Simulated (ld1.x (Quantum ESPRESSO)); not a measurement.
# What the settings do to the ultrasoft potential of Ge

Base potential:

Ge (Z = 32), ultrasoft, made with ld1.x (Quantum ESPRESSO) 7.5 (PBEsol, scalar-relativistic). Core [Ar], reference 3d10 4s2 4p1 (charge +1). Waves: 4s (bound): rcut 1.40, rcutus 1.80 bohr; 4s channel at 0.8 Ry: rcut 1.40, rcutus 1.80 bohr; 4p (bound): rcut 1.50, rcutus 1.75 bohr; 4p channel at 4.1 Ry: rcut 1.50, rcutus 1.75 bohr; 3d (bound): rcut 1.00, rcutus 1.20 bohr; 3d channel at 1.3 Ry: rcut 1.00, rcutus 1.20 bohr. Local part: all-electron potential smoothed inside 1.00 bohr (lloc = -1). Core correction: none. Augmentation charge: built from norm-conserving waves at rcut, not smoothed further.

Cutoffs, loose and tight: the cutoffs (Ry, on a coarse ladder) from which the occupation-weighted sum of valence levels, in a spherical-Bessel basis at the reference potential, stays within 10 and 1 mRy of its value at 400 Ry. They do not see the model core or the augmentation charge, which bear on the density cutoff. Test errors are all-electron minus pseudo excitation energies from the reference, over the configurations 3d10 4s2 4p2; 3d10 4s2 4p0; 3d10 4s1 4p0; 3d10 4s2 4p1.5; 3d9 4s2 4p3; 3d10 4s1 4p2; 3d10 4s0 4p4. A dash means not determined; rows that change the core or the reference have their own tests. The largest error is taken over the tests solved by every variant that gives reliable tests at all: 3d10 4s1 4p0; 3d10 4s2 4p0; 3d10 4s2 4p1.5; 3d10 4s2 4p2.

A true bound ghost makes a file unfit for plane-wave use even where its test errors are small: the radial tests pick states by their node count and pass the ghost by.

Cutoffs are not given where the Bessel-basis levels miss the radial ones by over 6 mRy, ghosts where they miss by over 20 mRy; a channel whose overlap is not positive is not tested.

```csv
change,outcome,bound ghosts,largest test error (meV)
base,generated,s,-3.5
local potential all-electron potential smoothed inside 0.78 bohr (lloc = -1),generated,s,-3.4
local potential all-electron potential smoothed inside 0.94 bohr (lloc = -1),generated,s,-3.4
local potential all-electron potential smoothed inside 1.28 bohr (lloc = -1),generated,not determined,-3.3
local potential all-electron potential smoothed inside 1.50 bohr (lloc = -1),generated,not determined,-3.4
local potential all-electron potential smoothed inside 1.72 bohr (lloc = -1),generated,not determined,-3.4
local potential all-electron potential smoothed inside 1.98 bohr (lloc = -1),generated,not determined,-3.4
```

Reading the sweep of the rcloc (base included, trends over the rows without a ghost): Bound ghosts are found at 0.78, 0.94, 1 bohr. Every judged row has one, so this setting neither creates nor removes them.
